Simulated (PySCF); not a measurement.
SnBr4, SMILES [Br][Sn]([Br])([Br])[Br].

The structure is a stationary point at B3LYP-D3(BJ)/def2-SVP. The isomer is the one that the SMILES or the coordinates give; other isomers of the formula were not compared. The def2 effective core potentials stand for the cores of Sn; spin–orbit coupling is left out.

These are PySCF with B3LYP-D3(BJ)/def2-SVP values and carry that method's errors.

Frequencies are harmonic and unscaled.

Modes within 1.5 cm⁻¹ of each other (mostly degenerate sets) share a row, with their intensities summed.

```
mode  ν (cm⁻¹)  IR (km/mol)  moving atoms (share of kinetic energy)
----  --------  -----------  --------------------------------------
1–2         58          0.0                                Br 100 %
3–5         82         10.0                        Br 76 %, Sn 24 %
6          208          0.0                                Br 100 %
7–9        275        125.2                        Br 51 %, Sn 49 %
```
